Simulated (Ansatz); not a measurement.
Start from `CC(=O)[O][SnH3]` and change one atom or group to get `COC(C)=O`.

Ansatz, PBE0-D4/def2-TZVP geometries, multiplicity 1. 

Elements past krypton have def2 core potentials.

```
                             property  `CC(=O)[O][SnH3]`
  HOMO energy (B3LYP/def2-TZVPP) / eV              -7.78
HOMO energy (ωB97M-V/def2-TZVPP) / eV             -10.40
    HOMO energy (PBE/def2-TZVPP) / eV              -6.43
LUMO energy (ωB97M-V/def2-TZVPP) / eV               0.97
    LUMO energy (PBE/def2-TZVPP) / eV              -1.26
   LUMO energy (PBE0/def2-TZVPP) / eV              -0.48
```

(1) What does the change do to each property? (An estimate is asked.)

## Answers

(1) The calculation gave: 
```tsv
property	`COC(C)=O`	shift
HOMO energy (B3LYP/def2-TZVPP) / eV	-7.71	0.07
HOMO energy (ωB97M-V/def2-TZVPP) / eV	-10.43	-0.03
HOMO energy (PBE/def2-TZVPP) / eV	-6.28	0.15
LUMO energy (ωB97M-V/def2-TZVPP) / eV	2.70	1.73
LUMO energy (PBE/def2-TZVPP) / eV	-0.75	0.51
LUMO energy (PBE0/def2-TZVPP) / eV	0.40	0.88
```

With PBE0 the HOMO rises by 0.05 eV and the LUMO rises by 0.88 eV, so the gap widens by about 0.83 eV. PBE moves the HOMO by 0.15 eV and ωB97M-V by -0.03 eV.

B3LYP here is the variant with VWN-RPA as its local correlation; programs differ in this.
